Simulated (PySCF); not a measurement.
Isomers of C8H10O2. The calculation used PySCF, PBE0-D3(BJ)/def2-SVP geometry optimisation, gas phase. One conformer each; no zero-point energy, no entropy. No frequencies were run at this level. Point groups hold within 0.08 Å.

Question: Rank from lowest to highest electronic energy at this level (kcal/mol).
A. `[CH3:1][O:2][c:3]1[cH:4][cH:5][cH:6][c:7]([CH2:8][OH:9])[cH:10]1` with C1–O2–C3–C4 -1°, C6–C7–C8–O9 30°, C7–C8–O9–H 56° (3-methoxybenzyl alcohol)
B. `[CH3:1][O:2][CH2:3][c:4]1[cH:5][cH:6][c:7]([OH:8])[cH:9][cH:10]1` with C1–O2–C3–C4 69°, O2–C3–C4–C5 42°, C6–C7–O8–H 0°
C. `[CH3:1][O:2][c:3]1[cH:4][cH:5][cH:6][cH:7][c:8]1[O:9][CH3:10]` with C1–O2–C3–C4 0°, C7–C8–O9–C10 0° (1,2-dimethoxybenzene)

Answer: B (0.0), A (1.2), C (8.6).

As drawn, the lowest has an O–H bond, which the highest lacks. Neighbours under 2.5 kcal/mol apart (COCc1ccc(O)cc1 and COc1cccc(CO)c1) can change places with a better method, another conformer or zero-point energy.

| SMILES | E (Eh) | E rel (kcal/mol) | dipole (D) | point group | A, B, C (MHz) |
| --- | --- | --- | --- | --- | --- |
| COCc1ccc(O)cc1 | -460.45562 | 0.0 | 1.10 | C1 | 3439, 720.1, 665.3 |
| COc1cccc(CO)c1 | -460.45378 | 1.2 | 2.46 | C1 | 3378, 739.9, 619.0 |
| COc1ccccc1OC | -460.44193 | 8.6 | 0.02 | C2v | 1664, 1357, 754.8 |
